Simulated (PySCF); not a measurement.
An unknown shows these calculated signals:

1H NMR (400 MHz, computed): δ 7.93 (s, 1H), 4.72 (sept, 1H), 2.52 (s, 3H), 0.41 (d, 6H).

13C{1H} NMR (computed): δ 162.0 (C), 153.1 (CH), 14.2 (CH3), -0.6 (CH3).

All values are calculated (PySCF): PBE0-D3(BJ)/def2-SVP structure, shielding tensors at HF/pcSseg-1 (GIAO). Non-relativistic Hamiltonian, isolated molecule, a single conformation, rapidly exchanging positions averaged.

References, each an isolated molecule treated in the same way: TMS for 1H (σ = 31.69 ppm) and 13C (σ = 190.85 ppm).

Which of these does the molecule contain: an amide, a benzene ring, a C≡C triple bond, a heteroaromatic ring, a Si–H bond, a Si–CH3 group?

## Answers


- An amide: no.
- A benzene ring: no.
- A C≡C triple bond: no.
- A heteroaromatic ring: yes.
- A Si–H bond: yes (δH 4.72 (sept)).
- A Si–CH3 group: yes (δC -0.6; δH 0.41 (d)).

The data belong to `c1nnc(C)n1[SiH](C)C`, C₅H₁₁N₃Si; they needn't prove each group on their own.

Carbon signals by region: 1 in the far downfield region (above 160 ppm), 1 in the sp2 and nitrile region (100–160 ppm), 2 below 50 ppm. Above 160 ppm: 162.0, substituted aromatic carbon next to a ring nitrogen.

Shifts are as computed. Against solution values, carbons near 30 ppm lie about -0 ppm off and those near 130 ppm about +7 ppm. Of 1313 compounds with measured shifts, 239 miss one by over three times the rms of a fit or turn the order of signals round; such compounds aren't used in these exercises. No couplings were computed; multiplicities are counted from neighbouring protons, with m where these are inequivalent, close in shift, in a saturated or five-membered ring or joined by F or P, and br s for small geminal =CH2 splittings.
